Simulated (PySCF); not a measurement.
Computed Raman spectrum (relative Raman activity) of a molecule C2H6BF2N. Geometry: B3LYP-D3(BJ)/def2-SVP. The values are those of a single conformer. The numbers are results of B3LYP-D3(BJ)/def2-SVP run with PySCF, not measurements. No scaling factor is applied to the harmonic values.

Lines under 2 % of the strongest are left out, and lines within 2 cm⁻¹ are merged.

ν (cm⁻¹): 730 (vw), 1444 (vw), 1455 (vw), 1462 (w), 1475 (w), 2993 (w), 3000 (vs), 3048 (s), 3053 (w), 3153 (m) (against the strongest line: vs over 80 %, s over 45 %, m over 15 %, w over 4 %, vw less)

### Question
Pick the molecule that these values belong to.
A. CCNB(F)F
B. CNB(F)CF
C. CN(C)B(F)F
D. NB(CF)CF

### Answer
C, CN(C)B(F)F
